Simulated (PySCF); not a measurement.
HBrClIn, SMILES [Cl][InH][Br] (CAM-B3LYP/def2-SVP optimised geometry):

```
4

In    -0.154     0.034     0.000
H      1.546     0.034     0.000
Cl    -1.407     2.006     0.000
Br    -1.546    -2.006     0.000
```

Computed with CAM-B3LYP/def2-TZVP, def2 effective core potentials past Kr run with PySCF.

**Question.** What are the frontier orbital energies and the dipole moment?

**Answer.** HOMO-2 -10.16 eV, HOMO-1 -9.99 eV, HOMO -9.78 eV, LUMO -1.22 eV, LUMO+1 -1.05 eV; dipole moment 2.46 D.

On the same geometry PBE/def2-TZVP, def2 effective core potentials past Kr run with PySCF 2.14.0 gives HOMO-2 -7.48 eV, HOMO-1 -7.41 eV, HOMO -7.20 eV, LUMO -2.85 eV, LUMO+1 -2.73 eV; dipole moment 2.25 D.
